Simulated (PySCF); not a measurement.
## Electron correlation in Ce⁺ (cerium, charge +1)

[Xe] 5d3, high-spin 4F determinant (an excited configuration). Calculation: PySCF 2.14, in cc-pVDZ-X2C (8s7p5d3f1g, 84 functions); scalar relativity by spin-free X2C-1e. Frozen: [Kr] 4d10; 11 electrons correlated.

```tsv
level	correlation energy (mhartree)
CCSD	-252.26
(T)	-9.62
CCSD(T)	-261.88
```

Diagnostics: T1 = 0.0078, D1 = 0.0183, largest double amplitude 0.056.

Problem. Is a single reference adequate?

Solution. Yes, within this model without spin-orbit coupling: T1 lies below 0.03 and no double amplitude reaches 0.07.
